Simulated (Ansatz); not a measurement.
A search over several starts for the lowest SCF solution of PSe₂ at the given spin, in a small basis.

```yaml
crystal:
  periodic: [false, false, false]
  atoms:
    - {symbol: P, position_ang: [0.635911, 1.085330, -0.148543]}
    - {symbol: Se, position_ang: [-0.927837, -0.059483, 0.993585]}
    - {symbol: Se, position_ang: [0.291926, -1.025858, -0.845042]}
basis:
  gaussian: {orbitals: def2-SVP, initial_orbitals: start.molden}
magnetization: {spin_polarized: true, initial_magnetization: 1}
hamiltonian: {xc: pbe0, dispersion: d4}
output: {orbitals: {seedname: orbitals}}
```

The file start.molden holds the orbitals of an earlier run on this structure, at another level or in another basis.

```sh
$ ansatz run in.yaml --threads 4 --pin off --events-out ev --progress --plain --max-ram 3916MiB
```

Output, abridged:

```
Functional definition: PBE0
772 factors; integrals over basis functions are off by at most 9.7e-4 eV
mean field evaluation 1: about -139939.3592 eV, gradient 2.6e1 eV
mean field evaluation 2: about -139944.7560 eV, gradient 8.1e0 eV
mean field evaluation 4: about -139948.1590 eV, gradient 1.9e0 eV
mean field evaluation 8: about -139950.2494 eV, gradient 2.3e-1 eV
mean field evaluation 16: about -139950.2285 eV, gradient 6.4e-1 eV
mean field evaluation 32: about -139950.2511 eV, gradient 1.0e-5 eV
mean field -139950.25107123 eV, -5143.0768651803 hartree, gradient 1.0e-5 eV, S^2 0.754682; 2 other end points of the search recorded, 0 dependent functions left out
reference -139950.25108845 eV, -5143.0768658132 hartree; 42, 41 occupied and 40, 41 virtual orbitals, 772 factors
Total energy: -139950.36578509 eV, -5143.0810808369 hartree
```

Run time 2.5 s (4 threads of Arm Neoverse V2 on a shared host).

The structure comes from a short search, and lower isomers may exist.
